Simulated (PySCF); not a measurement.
H4BeGe, SMILES [BeH][GeH3], PBE0/def2-SVP optimised geometry.

```
6

Be     0.73    -0.36     0.00
H      2.07    -0.36     0.00
Ge    -1.48    -0.36     0.00
H     -2.07    -1.07    -1.23
H     -2.07    -1.07     1.24
H     -2.07     1.07     0.00
```

Density from PBE0/def2-TZVP (PySCF 2.14.0) at that geometry.

Minimum of the electron density along straight lines between bonded atoms, close to the bond critical point (lines longer than 1.1 times the sum of covalent radii, or with two minima, are not listed):

```json
[
 {"bond": "Be1–H2", "length / Å": "1.340", "ρ at the minimum / e bohr⁻³": "0.093", "∇²ρ there / e bohr⁻⁵": "___", "position (fraction from the first atom)": "0.43"},
 {"bond": "Be1–Ge3", "length / Å": "2.211", "ρ at the minimum / e bohr⁻³": "___", "∇²ρ there / e bohr⁻⁵": "___", "position (fraction from the first atom)": "0.29"},
 {"bond": "Ge3–H4", "length / Å": "1.546", "ρ at the minimum / e bohr⁻³": "0.129", "∇²ρ there / e bohr⁻⁵": "0.06", "position (fraction from the first atom)": "0.59"},
 {"bond": "Ge3–H5", "length / Å": "1.546", "ρ at the minimum / e bohr⁻³": "0.129", "∇²ρ there / e bohr⁻⁵": "0.06", "position (fraction from the first atom)": "0.59"},
 {"bond": "Ge3–H6", "length / Å": "1.546", "ρ at the minimum / e bohr⁻³": "0.129", "∇²ρ there / e bohr⁻⁵": "0.06", "position (fraction from the first atom)": "0.59"}
]
```

Task: Complete the blanks.

Result: 
- Be1–H2, ∇²ρ there / e bohr⁻⁵: 0.23
- Be1–Ge3, ρ at the minimum / e bohr⁻³: 0.071
- Be1–Ge3, ∇²ρ there / e bohr⁻⁵: -0.02
